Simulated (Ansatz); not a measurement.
Relaxation of a periodic cell of 17 atoms, Si16Ge (host Si, host structure diamond, interstitial Ge), to a largest force component of 0.08 eV/Å in at most 25 steps.

The calculation used DFT PBE, scalar-relativistic, plane waves, PAW (Ansatz). Settings: accuracy low, PAW set soft_1, cutoff 420 eV, k mesh 2x2x2, fermi-dirac smearing 0.02 eV, no spin polarisation.

```xyz
17
Lattice="0.0000 5.4300 5.4300 5.4300 0.0000 5.4300 5.4300 5.4300 0.0000" Properties=species:S:1:pos:R:3
Si 0.000 0.000 0.000
Si 1.357 1.357 1.357
Si 2.715 2.715 0.000
Si 4.072 4.072 1.357
Si 2.715 0.000 2.715
Si 4.072 1.357 4.072
Si 5.430 2.715 2.715
Si 6.787 4.072 4.072
Si 0.000 2.715 2.715
Si 1.357 4.072 4.072
Si 2.715 5.430 2.715
Si 4.072 6.787 4.072
Si 2.715 2.715 5.430
Si 4.072 4.072 6.787
Si 5.430 5.430 5.430
Si 6.787 6.787 6.787
Ge 2.085 4.723 6.181
```

Q: Where does it end, and by what steps?

A: The forces met the threshold. Limits of this set-up: coarse k mesh, low accuracy level. After 4 steps the energy has fallen by 1.674 eV; Si7 moved furthest, 0.48 Å.

```tsv
step	energy less start (eV)	largest force component (eV/Å)	accepted
0	0.0000	3.795	yes
1	-1.2620	1.426	yes
2	-1.6312	0.207	yes
3	-1.6618	0.165	yes
4	-1.6739	0.051	yes
```

```xyz
17
Lattice="0.0000 5.4300 5.4300 5.4300 0.0000 5.4300 5.4300 5.4300 0.0000" Properties=species:S:1:pos:R:3
Si -0.130 0.119 -0.121
Si 1.231 1.483 1.475
Si 2.633 2.737 0.091
Si 4.049 4.156 1.277
Si 2.838 0.132 2.853
Si 4.333 1.613 3.819
Si 5.715 2.993 2.441
Si 6.881 4.161 4.104
Si -0.246 2.464 2.969
Si 1.237 3.955 3.951
Si 2.634 5.343 2.697
Si 3.808 6.515 4.349
Si 2.834 2.578 5.300
Si 4.200 3.942 6.913
Si 5.455 5.338 5.525
Si 6.878 6.758 6.705
Ge 2.036 4.736 6.132
```

The run took 43 s on 1 thread of Arm Neoverse V2, with other jobs on the host, peak memory 0.55 GiB.
